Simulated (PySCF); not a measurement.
Compound: C6H12FOP.
Numbering: `[CH3:1][O:2][CH2:3]/[P:4]=[C:5](\[F:6])[CH:7]([CH3:8])[CH3:9]` (hydrogens: H10, H11, H12 on C1; H13, H14 on C3; H15 on C7; H16, H17, H18 on C8; H19, H20, H21 on C9)

The calculation used PySCF 2.14.0, PBE0-D3(BJ)/def2-SVP geometry optimisation, gas phase.

(1) What internal coordinates does the optimisation give?

## Answers

(1) 
```
                   bond  length (Å)   order
                  C1–O2       1.395  single
                  O2–C3       1.393  single
                  C3–P4       1.889  single
                  P4=C5       1.684  double
                  C5–F6       1.343  single
                  C5–C7       1.497  single
           C7–C8, C7–C9       1.530  single
         C1–H10, C1–H11       1.108  single
                 C1–H12       1.099  single
         C3–H13, C3–H14       1.104  single
                 C7–H15       1.103  single
C8–H16 and 5 like bonds       1.100  single
```

Bonds in one row agree within 0.01 Å and their mean is given. Orders are formal, as drawn. A selection of angles:
```
   angle  degrees
C1–O2–C3    113.6
O2–C3–P4    111.7
C3–P4–C5    100.9
P4–C5–F6    123.4
P4–C5–C7    124.7
F6–C5–C7    112.0
C5–C7–C8    110.6
C8–C7–C9    111.8
```

Torsions: C1–O2–C3–P4 -74° (synclinal); O2–C3–P4–C5 152° (antiperiplanar); C3–P4–C5–F6 -1° (synperiplanar); P4–C5–C7–C8 120° (anticlinal). The mirror-image conformer, all signs reversed, is as good.

The C–P distances run from 1.684 Å (P4=C5, drawn double) to 1.889 Å (C3–P4, drawn single), a spread of 0.205 Å. The 3 C–C bonds span 1.497 Å (C5–C7, drawn single) to 1.530 Å (C7–C9, drawn single), a spread of 0.033 Å. Of the pairs four or more bonds apart, F6···H13 is among the closest relative to their van der Waals radii: 2.36 Å, 89 % of the sum of Bondi's values. O2 (ether oxygen) is bent (angle 113.6°).

Point group: C1 (no symmetry element, even within 0.4 Å). No frequency check. One conformer, not necessarily the lowest.
